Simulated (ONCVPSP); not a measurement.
palladium: one change to an ONCV potential, before and after

```json
{"Element": "palladium (Pd)", "Generator": "ONCVPSP 4.0.1", "Type": "optimised norm-conserving Vanderbilt (ONCV)", "Functional": "PBE", "Relativity": "fully relativistic", "Frozen core": "[Ar] 3d10", "Valence charge": "18", "Reference configuration": "4s2 4p6 4d10", "Partial waves": "4s: rc 1.60 bohr, ncon 3, nbas 6, qcut 6.3 1/bohr, 1 projector; 4p: rc 1.05 bohr, ncon 4, nbas 8, qcut 7.5 1/bohr, 2 projectors, debl 3.4 Ha; 4d: rc 1.45 bohr, ncon 4, nbas 7, qcut 6.2 1/bohr, 3 projectors, debl 2.8 Ha", "Local potential": "polynomial inside 0.70 bohr (lpopt 5, dvloc0 6 Ha)", "Core correction": "Teter function, fcfact 2.5, rcfact 1.3"}
```

Open shells are filled in proportion to 2j + 1.

All-electron outer shells of the reference configuration (PBE, scalar-relativistic, ld1.x):

```
shell  level (eV)  outermost node (bohr)  outermost maximum (bohr)
   4s      -85.33                   0.45                      0.85
   4p      -51.20                   0.46                      0.91
   4d       -4.05                   0.45                      1.10
```

Change: local potential polynomial inside 0.70 bohr (lpopt 5, dvloc0 -2 Ha).

Cutoffs: the cutoffs (Ha) at which the residual kinetic energy of the hardest occupied pseudo-wave falls to 1 and 0.1 mHa per electron; they do not see the model core or the augmentation charge, which bear on the density cutoff. Errors are all-electron minus pseudo energies relative to the spin-unpolarised reference configuration.

**Question.** Predict the effect on cutoff, ghosts and configuration errors.

**Answer.** The potential gets neither clearly harder nor softer (146 Ha and 186 Ha → 146 Ha and 186 Ha); both files keep a bound ghost (s); of the 3 tests that both files solve, the error grows in 3 and shrinks in 0 by more than 15 % and 0.3 meV (median size 1.2 → 2.2 meV); the range in which the d5/2 phases agree narrows (upper end at the end of the scan → 3.6).

| quantity | base | changed |
| --- | --- | --- |
| cutoff, loose | 146 Ha | 146 Ha |
| cutoff, tight | 186 Ha | 186 Ha |
| bound ghosts | s | s |
| GHOST(+) flags under 300 eV | d5/2 at 235.2 eV | d5/2 at 99.1 eV, d3/2 at 215.4 eV |
| tests with a reliable result | 3 of 4 | 3 of 4 |
| error for 4s2 4p6 4d9, meV [ΔE 9.12 eV] | -1.2 | -2.2 |
| error for 4s2 4p6 4d8, meV [ΔE 29.94 eV] | -2.4 | -4.8 |
| error for 4s2 4p6 4d9.5, meV [ΔE 3.24 eV] | -0.5 | -0.9 |
| s: phases at 1.63 bohr within 0.05 rad from the reference energy up to (Ha; the scan ends near 5) | 0.5 | -0.4 |
| p3/2: phases at 1.06 bohr within 0.05 rad from the reference energy up to (Ha; the scan ends near 5) | to the end of the scan | to the end of the scan |
| p1/2: phases at 1.06 bohr within 0.05 rad from the reference energy up to (Ha; the scan ends near 5) | to the end of the scan | to the end of the scan |
| d5/2: phases at 1.47 bohr within 0.05 rad from the reference energy up to (Ha; the scan ends near 5) | to the end of the scan | 3.6 |
| d3/2: phases at 1.47 bohr within 0.05 rad from the reference energy up to (Ha; the scan ends near 5) | to the end of the scan | to the end of the scan |
| rms error of d²Exc/dni dnj with the model core, mHa | 5.76 | 5.76 |

 A true bound ghost makes a file unfit for plane-wave use even where its test errors are small: the radial tests pick states by their node count and pass the ghost by.
